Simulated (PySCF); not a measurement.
Gas-phase reaction: InCl₂ + 2 HCl = InH₂Cl + 3 Cl

Computed with PySCF and rigid-rotor harmonic-oscillator thermochemistry at 1 bar. † marks an energy on the PBE0/def2-TZVP geometry and frequencies. MP2 and CCSD(T) freeze the core. Open shells (unrestricted): InCl₂ (multiplicity 2), Cl (multiplicity 2, electronic degeneracy 6); the rest are closed-shell singlets. Spin-orbit splitting is ignored; it lowers the true energy and changes the entropy of Cl. In: scalar-relativistic def2 core potential, no spin-orbit coupling. InCl₂, InH₂Cl: computed as isolated molecules; such fragments, hydroxides, amides, oligomers or adducts are transient or little studied in the gas. MP2 isn't extrapolated to the basis-set limit; its ΔH°(298 K) is 635.6 kJ in def2-SVP and 694.4 kJ in def2-TZVPP. CCSD(T) isn't extrapolated to the basis-set limit; its ΔH°(298 K) is 604.5 kJ in def2-SVP and 649.4 kJ in def2-TZVPP. The harmonic model lacks anharmonicity and excited electronic states, which grow with temperature; levels with a mode under 35 cm⁻¹ are left out. Soft modes under 120 cm⁻¹ make the harmonic entropy rough for InCl₂.

| level | ΔE electronic, kJ | ΔH°(298 K), kJ | ΔS°(298 K), J/K | ΔG°(1800 K), kJ |
|---|---|---|---|---|
| BLYP/def2-TZVP† | 671 | 665 | 93 | 476 |
| CCSD(T)/def2-SVP† | 611 | 605 | 93 | 416 |
| CCSD(T)/def2-TZVPP† | 656 | 649 | 93 | 461 |
| HF/def2-TZVP† | 486 | 479 | 93 | 291 |
| MP2/def2-SVP† | 642 | 636 | 93 | 447 |
| LDA/def2-TZVP† | 800 | 793 | 93 | 605 |
ΔH° is lowest at HF/def2-TZVP† and highest at LDA/def2-TZVP†. No reference value is set beside these.
